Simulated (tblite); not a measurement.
Record of a relaxation.

Compound: C8H7BF2.
Atom-mapped SMILES: `[F:1][B:2]([F:3])[CH:4]=[C:5]1[CH:6]=[CH:7][CH:8]=[CH:9][CH:10]=[CH:11]1` (hydrogens: H12 on C4; H13 on C6; H14 on C7; H15 on C8; H16 on C9; H17 on C10; H18 on C11)

Computed with GFN2-xTB (tblite), gas phase: L-BFGS steps from a force-field or distance-geometry start until the largest atomic force falls under 0.01 eV/Å. 5 of its 105 geometries are shown.

Step 0: E = -854.1826 eV, largest atomic force 3.399 eV/Å
```
atom  x, y, z in Å  |  force x, y, z in eV/Å
F1      2.449   -1.130    2.007    1.522   1.327  -2.604
B2      2.953   -0.477    0.812    0.846   0.244   1.283
F3      4.378   -0.184    0.759   -3.249  -0.911   0.405
C4      1.998    0.112   -0.292    1.470  -1.040   1.540
C5      0.672   -0.113   -0.371   -0.457  -0.366  -0.905
C6     -0.012   -1.132    0.443    0.640   0.556  -0.599
C7     -1.241   -1.014    0.932   -1.180   0.909   0.454
C8     -2.113    0.163    0.811    0.288  -1.297   0.421
C9     -2.142    1.024   -0.208    0.104   0.397  -1.199
C10    -1.303    1.004   -1.409   -0.702   0.386   0.761
C11    -0.054    0.536   -1.488    0.170  -0.442   0.902
H12     2.474    0.769   -0.989    0.028   0.271  -0.296
H13     0.535   -2.032    0.703    0.164   0.236  -0.206
H14    -1.595   -1.815    1.573   -0.161   0.176  -0.062
H15    -2.884    0.277    1.572    0.267  -0.143  -0.019
H16    -2.930    1.780   -0.181    0.302  -0.100  -0.192
H17    -1.683    1.530   -2.277   -0.182  -0.021   0.144
H18     0.489    0.708   -2.409    0.129  -0.183   0.174
```

Step 26: E = -854.9264 eV, largest atomic force 0.168 eV/Å
```
atom  x, y, z in Å  |  force x, y, z in eV/Å
F1      2.599   -1.259    1.811    0.021  -0.007  -0.044
B2      2.979   -0.500    0.784    0.006   0.067   0.013
F3      4.267   -0.177    0.840    0.025  -0.024  -0.033
C4      2.065    0.036   -0.314   -0.006  -0.096  -0.028
C5      0.713   -0.130   -0.394   -0.011   0.140   0.092
C6      0.002   -1.040    0.481    0.011  -0.015  -0.036
C7     -1.246   -0.927    0.978    0.024  -0.048  -0.001
C8     -2.189    0.127    0.779    0.035  -0.049   0.017
C9     -2.205    1.005   -0.247   -0.028  -0.026   0.033
C10    -1.296    1.046   -1.350   -0.040   0.044   0.024
C11    -0.044    0.553   -1.424   -0.051   0.002  -0.033
H12     2.525    0.685   -1.053   -0.061  -0.037   0.067
H13     0.583   -1.903    0.777   -0.040   0.002   0.051
H14    -1.568   -1.709    1.655   -0.027   0.008   0.039
H15    -3.004    0.176    1.492    0.056  -0.037   0.004
H16    -3.030    1.706   -0.277    0.035   0.033  -0.118
H17    -1.664    1.598   -2.207    0.033   0.005  -0.042
H18     0.505    0.720   -2.342    0.018   0.039  -0.005
```

Step 52: E = -854.9604 eV, largest atomic force 0.099 eV/Å
```
atom  x, y, z in Å  |  force x, y, z in eV/Å
F1      2.844   -1.492    1.640   -0.021  -0.008   0.002
B2      3.085   -0.618    0.665   -0.005   0.017   0.028
F3      4.371   -0.286    0.582   -0.002  -0.046   0.001
C4      2.069    0.002   -0.283    0.018   0.001  -0.003
C5      0.703   -0.078   -0.294    0.038   0.015   0.034
C6     -0.009   -0.930    0.635   -0.028   0.001  -0.021
C7     -1.291   -0.866    1.053   -0.015   0.062   0.014
C8     -2.310    0.073    0.701    0.002   0.023  -0.001
C9     -2.311    0.917   -0.355   -0.039   0.024   0.003
C10    -1.293    1.071   -1.345   -0.055   0.040   0.030
C11    -0.010    0.659   -1.315   -0.058  -0.036   0.014
H12     2.509    0.658   -1.027   -0.023  -0.012  -0.011
H13     0.600   -1.711    1.068    0.035   0.019   0.010
H14    -1.594   -1.590    1.800    0.015  -0.013  -0.014
H15    -3.190    0.071    1.336    0.073  -0.053  -0.041
H16    -3.190    1.535   -0.508    0.030  -0.055   0.025
H17    -1.600    1.653   -2.205    0.023   0.011  -0.051
H18     0.609    0.938   -2.159    0.012   0.008  -0.019
```

Step 78: E = -854.9741 eV, largest atomic force 0.058 eV/Å
```
atom  x, y, z in Å  |  force x, y, z in eV/Å
F1      2.851   -1.637    1.529    0.003  -0.004   0.033
B2      3.105   -0.762    0.556    0.015  -0.006  -0.001
F3      4.412   -0.600    0.356   -0.021   0.006  -0.015
C4      2.089   -0.012   -0.292    0.021   0.003   0.007
C5      0.719    0.019   -0.220    0.007  -0.012  -0.054
C6      0.024   -0.745    0.789    0.026   0.023  -0.021
C7     -1.281   -0.768    1.138    0.038   0.007   0.005
C8     -2.380   -0.026    0.612    0.001  -0.006   0.017
C9     -2.386    0.799   -0.460   -0.031  -0.021   0.005
C10    -1.292    1.124   -1.316   -0.043   0.026   0.004
C11     0.015    0.800   -1.213   -0.040   0.034   0.024
H12     2.533    0.596   -1.072   -0.010  -0.010   0.006
H13     0.676   -1.388    1.360    0.003  -0.039   0.024
H14    -1.543   -1.430    1.955   -0.003   0.003  -0.002
H15    -3.316   -0.165    1.139   -0.006   0.002  -0.022
H16    -3.331    1.259   -0.723    0.041   0.009  -0.014
H17    -1.564    1.744   -2.162   -0.003   0.014  -0.029
H18     0.661    1.196   -1.989    0.002  -0.029   0.030
```

Step 104: E = -854.9774 eV, largest atomic force 0.007 eV/Å
```
atom  x, y, z in Å  |  force x, y, z in eV/Å
F1      2.861   -1.620    1.551    0.000   0.003   0.000
B2      3.101   -0.835    0.501    0.002  -0.003  -0.001
F3      4.395   -0.787    0.193    0.000   0.002   0.001
C4      2.087   -0.049   -0.317    0.003  -0.003   0.000
C5      0.723    0.053   -0.192    0.002   0.001  -0.003
C6      0.039   -0.652    0.866    0.002  -0.001  -0.004
C7     -1.273   -0.715    1.181   -0.002   0.005  -0.004
C8     -2.398   -0.099    0.555   -0.002   0.000  -0.005
C9     -2.405    0.722   -0.520    0.001   0.007  -0.002
C10    -1.288    1.171   -1.286   -0.001  -0.002   0.001
C11     0.025    0.886   -1.145   -0.003   0.002   0.004
H12     2.527    0.514   -1.132    0.000  -0.004   0.001
H13     0.702   -1.220    1.502    0.000   0.003   0.003
H14    -1.526   -1.325    2.040   -0.003  -0.004  -0.002
H15    -3.354   -0.328    1.008    0.001   0.000   0.006
H16    -3.365    1.096   -0.853    0.002  -0.002   0.002
H17    -1.548    1.838   -2.100    0.004  -0.005   0.001
H18     0.688    1.354   -1.865   -0.005   0.002   0.003
```

**Question.** Summarise the path.

**Answer.** The energy falls by 0.7948 eV from step 0 to step 104; nine tenths of that is first reached at step 9. It falls at every step. The largest force goes from 3.399 to 0.007 eV/Å. Among the bonds B2–F3 changes most, from 1.456 to 1.331 Å; the atoms move by 0.657 Å rms after alignment.

**Question.** Follow the three bonds and two angles with the largest change from start to end.

**Answer.** 
| step | E above end (eV) | largest force (eV/Å) | B2–F3 (Å) | F1–B2 (Å) | B2–C4 (Å) | C5–C11–C10 (°) | C5–C6–C7 (°) |
| --- | --- | --- | --- | --- | --- | --- | --- |
| 0 | 0.7948 | 3.399 | 1.456 | 1.451 | 1.574 | 124.5 | 124.9 |
| 5 | 0.0918 | 0.246 | 1.330 | 1.330 | 1.517 | 127.3 | 127.2 |
| 9 | 0.0787 | 0.138 | 1.328 | 1.330 | 1.528 | 127.0 | 126.9 |
| 14 | 0.0715 | 0.098 | 1.328 | 1.330 | 1.523 | 127.5 | 127.4 |
| 18 | 0.0635 | 0.086 | 1.330 | 1.331 | 1.526 | 127.5 | 127.6 |
| 23 | 0.0578 | 0.079 | 1.328 | 1.331 | 1.525 | 128.0 | 128.3 |
| 27 | 0.0483 | 0.138 | 1.330 | 1.333 | 1.525 | 128.2 | 128.7 |
| 32 | 0.0401 | 0.075 | 1.329 | 1.331 | 1.523 | 128.5 | 129.2 |
| 36 | 0.0370 | 0.085 | 1.331 | 1.333 | 1.525 | 128.9 | 129.2 |
| 41 | 0.0275 | 0.105 | 1.329 | 1.330 | 1.522 | 129.6 | 128.7 |
| 45 | 0.0229 | 0.054 | 1.331 | 1.332 | 1.523 | 130.2 | 129.0 |
| 50 | 0.0195 | 0.083 | 1.331 | 1.331 | 1.521 | 130.1 | 129.4 |
| 54 | 0.0147 | 0.061 | 1.331 | 1.332 | 1.522 | 129.8 | 129.8 |
| 59 | 0.0110 | 0.053 | 1.331 | 1.331 | 1.523 | 130.4 | 130.0 |
| 63 | 0.0091 | 0.059 | 1.331 | 1.333 | 1.523 | 130.5 | 129.9 |
| 68 | 0.0072 | 0.051 | 1.331 | 1.332 | 1.522 | 130.9 | 130.0 |
| 72 | 0.0058 | 0.038 | 1.331 | 1.333 | 1.522 | 131.0 | 130.3 |
| 77 | 0.0040 | 0.060 | 1.331 | 1.332 | 1.521 | 130.8 | 130.7 |
| 81 | 0.0022 | 0.046 | 1.332 | 1.334 | 1.523 | 131.0 | 131.0 |
| 86 | 0.0014 | 0.017 | 1.332 | 1.333 | 1.522 | 131.2 | 130.8 |
| 90 | 0.0012 | 0.015 | 1.331 | 1.333 | 1.521 | 131.3 | 130.8 |
| 95 | 0.0007 | 0.023 | 1.331 | 1.333 | 1.521 | 131.2 | 130.8 |
| 99 | 0.0003 | 0.026 | 1.332 | 1.333 | 1.521 | 131.3 | 130.8 |
| 104 | 0.0000 | 0.007 | 1.331 | 1.333 | 1.521 | 131.2 | 130.8 |

The cost below is that of the whole relaxation. Time: 0.79 s wall. Hardware: one thread of an Arm Neoverse V1, no GPU (shared host).
